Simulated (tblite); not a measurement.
Compound: C2H6Ge2O3.
Geometry (GFN2-xTB, Å), atoms numbered from 1 in this order:
```xyz
13
C2H6Ge2O3 angstrom
O      3.4926    0.5635    0.0095
C      2.5294    0.4937   -0.6734
O      1.2959    0.0565   -0.3253
C      0.9420   -0.3149    0.9689
O      1.6402   -0.1902    1.9188
Ge    -0.9146   -0.9865    0.8168
Ge    -2.1036    0.5221   -0.5921
H      2.4833    0.7706   -1.7424
H     -0.7930   -2.3562    0.2015
H     -1.4380   -1.2187    2.2077
H     -3.5711    0.2349   -0.6731
H     -1.9795    1.9437   -0.1382
H     -1.5879    0.4820   -1.9965
```

Computed with GFN2-xTB (tblite): harmonic, unscaled wavenumbers at the GFN2-xTB geometry, gas phase. The method is semi-empirical: single wavenumbers can be off by several per cent or more. Modes of hydrogen on germanium can be 10 to 20 % off. One conformer, not necessarily the lowest. The optimisation stopped once no atom felt more than 0.01 eV/Å.

Lowest wavenumbers of the output (negative numbers stand for imaginary wavenumbers):
```
mode    cm-1
  1     -23.4
  2      28.4
  3      34.1
  4      50.3
  5     138.3
  6     179.4
  7     210.9
  8     253.7
  9     299.7
 10     323.6
 11     394.2
 12     427.2
 13     490.3
 14     572.5
 15     590.4
```

Problem. Is this structure a minimum?

Solution. Not by this Hessian. 1 mode is imaginary beyond 20i (23i cm⁻¹), so at this level the point lies at or near a first-order saddle. The curvature is small, so loose convergence or finite differences may be the whole cause.

Problem. Which atoms move in the imaginary mode?

Solution. 23i: Ge7 (germanium bonded to Ge and 3 H) 17 %, O3 (anhydride bridging oxygen) 16 %, O5 (anhydride carbonyl oxygen) 13 %, C2 (anhydride carbonyl carbon) 13 %. These are shares of the mass-weighted motion.

Problem. What is the remedy?

Solution. Step along that mode in both directions, optimise again with tighter thresholds and repeat the frequencies. The zero-point energy of this point (42.0 kcal/mol) counts the 32 real modes alone, and thermal corrections from it aren't those of a minimum.

Time: 0.35 s wall. Hardware: an Arm Neoverse V2 with one thread, no GPU, shared host with 192 logical CPUs at a one-minute load of 69. This covers the Hessian and the dipole derivatives.
